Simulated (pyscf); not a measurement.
Optimised with ωB97X-D3(BJ)/def2-SVP in PySCF. MP2 and CC: frozen core, UHF for open shells. ΔMP2 is the change of the MP2 total energy from the triple- to the quadruple-zeta basis.

How much does it cost (ΔH, 298 K, CCSD(T)/def2-TZVPP + ΔMP2(QZVPP)) to split H₂As–BH–AsH₂ (SMILES [AsH2]B[AsH2]) at its As–B bond into AsH₂• + [HB–AsH₂]•?

As–B to AsH₂• + [HB–AsH₂]•: 3.38 eV. The radicals are drawn with the spin at the cut bond; how far it spreads was not checked. [HB–AsH₂]• lies 1.33 eV over its isomer H₂B–AsH•, and others may lie lower still (electronic energy, ωB97M-D3(BJ)). The CCSD(T) − MP2 part came from Ansatz, without density fitting, on the same reference. The frozen core leaves the outer d or s,p core shells of the metals and heavy elements correlated in the MP2 and CC values, and def2-TZVPP describes them poorly, which can shift differences by a few kcal/mol. Elements up to Kr have no core potential and no relativistic terms here.
